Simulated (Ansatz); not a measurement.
Reaction (cleavage of the Si–Si bond): `O[SiH](F)[SiH2]S` + `O[SiH2][SiH3]` → `[SiH3][SiH2]O[SiH2]S` + `O[SiH2]F`

Isolated molecules relaxed with PBE0-D4/def2-TZVP in Ansatz; ΔE leaves out vibrations. CBS: MP2 limit from def2 TZ/QZ plus the TZ coupled-cluster correction, frozen cores. Functionals use def2-TZVPP. B3LYP here is the variant with VWN-RPA as its local correlation; programs differ in this. Each species was taken in one conformer, which may not be the lowest.

Problem. Is it downhill or uphill in electronic energy at CCSD(T)/CBS, and by how much? (Best estimate.)

Solution. Computed: Downhill: ΔE = -128.9 kJ/mol.

Problem. What do these levels give: B3LYP-D4, PBE0, B3LYP, SCS-MP2/def2-TZVPP, MP2/def2-QZVPP, HF/CBS(def2)? (An estimate is asked.)

Solution. The calculation gave: B3LYP-D4 -126.3, PBE0 -106.9, B3LYP -123.2, SCS-MP2/def2-TZVPP -141.4, MP2/def2-QZVPP -138.1, HF/CBS(def2) -156.3 kJ/mol.

Largest T1 diagnostic among the species: 0.013.

From PBE to PBE0 (25 % exact exchange), in def2-TZVPP and without D4, ΔE moves by −11.1 kJ/mol. In def2-TZVPP, CCSD(T) changes the Hartree–Fock value by +23.2 kJ/mol (the triples alone add +3.4 kJ/mol) and MP2 by +15.4 kJ/mol.
